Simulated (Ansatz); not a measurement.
Reaction (formal loss of a carbene): trimethylarsine → `C[AsH]C` + `[CH2]` (triplet)

Calculated with Ansatz (gas phase, PBE0-D4/def2-TZVP geometries, no zero-point term in ΔE). CBS: MP2 limit from def2 TZ/QZ plus the TZ coupled-cluster correction, frozen cores. This one scheme is used for every species. DFT in def2-TZVPP. Triplets are unrestricted, without spin–orbit coupling. For As outer-core shells are correlated without core-valence functions, which leaves a few kJ/mol of doubt a bond. Scalar relativity is left out up to krypton.

(1) Is it downhill or uphill in electronic energy at CCSD(T)/CBS, and by how much? (An estimate is asked.)

(2) What do these levels give: PBE0-D4, PBE-QIDH, PBE, BLYP, HF/def2-QZVPP, SCS-MP2/def2-QZVPP? (Best estimate.)

(3) What do rigid-rotor, harmonic-oscillator terms from PBE0-D4/def2-TZVP frequencies (298.15 K, 1 bar) make of the CCSD(T)/CBS value? (Estimate.)

Largest T1 diagnostic among the species: 0.011.

Answers

(1) The calculation gave: Uphill: ΔE = +4.76 eV.

(2) Ansatz gave: PBE0-D4 4.70, PBE-QIDH 4.71, PBE 4.71, BLYP 4.49, HF/def2-QZVPP 3.15, SCS-MP2/def2-QZVPP 4.88 eV.

(3) Computed: ΔZPE = -0.31 eV, ΔH = +4.50 eV, ΔS = 169 J/(mol·K), ΔG = +3.98 eV. Open shells count their whole term as degenerate.

In def2-TZVPP, CCSD(T) changes the Hartree–Fock value by +1.50 eV (the triples alone add +0.13 eV) and MP2 by +1.68 eV. At CCSD(T), def2-SVP lies −0.33 eV from the extrapolated value and def2-TZVPP −0.11 eV.
